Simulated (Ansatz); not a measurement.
Calculated with Ansatz (gas phase, PBE0-D4/def2-TZVP geometries, no zero-point term in ΔE). CCSD(T)/CBS adds triple-zeta CCSD(T) − MP2 to the extrapolated MP2 energy (def2 sets, frozen cores). For As outer-core shells are correlated without core-valence functions, which leaves a few kJ/mol of doubt a bond. Scalar relativity is left out up to krypton. One conformer a species, not always the lowest.

Consider the isomerisation: `CC[AsH]C` → trimethylarsine.

```
    species  HF/def2-SVP energy (Eh)
 `CC[AsH]C`              -2352.67228
`C[As](C)C`              -2352.67760
```

(1) Work out ΔE.

Largest T1 diagnostic among the species: 0.010.

Answers

(1) ΔE = (-2352.67760) − (-2352.67228) = -0.00532 Eh = -14.0 kJ/mol. CCSD(T)/CBS gives -27.1 kJ/mol.

At CCSD(T), def2-SVP lies +15.6 kJ/mol from the extrapolated value and def2-TZVPP −1.3 kJ/mol. In def2-TZVPP, CCSD(T) changes the Hartree–Fock value by −6.3 kJ/mol (the triples alone add −1.2 kJ/mol) and MP2 by −10.0 kJ/mol. Leaving LDA and LC-ωPBE aside and taking each functional with its dispersion term where it has one, the values, not all of them listed here, spread over 3.0 kJ/mol, from r2SCAN-D4 to CAM-B3LYP-D4. LDA lies +3.8 kJ/mol from PBE without D4.
